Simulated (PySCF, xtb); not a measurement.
germylsilane anion (GeH₆Si), SMILES [SiH3][GeH3] (connectivity only; charge and spin as stated), charge -1, multiplicity 2.

Harmonic wavenumbers (cm⁻¹) from GFN2-xTB in xtb at its own minimum, in rising order: 126, 248, 259, 260, 375, 413, 749, 755, 824, 859, 894, 906, 1040, 1268, 1383, 1920, 2015, 2041.

Task: What does PBE0-D3(BJ)/def2-SVPD (PySCF) give at its own minimum? (Estimate from the structure and the level; the computed values follow.)

Result: 149, 189, 219, 264, 459, 504, 787, 853, 856, 875, 926, 942, 1662, 1798, 1963, 1969, 2072, 2080. Paired by order, the mean absolute difference is 135 cm⁻¹ and the zero-point energies are 23.4 and 26.5 kcal/mol.
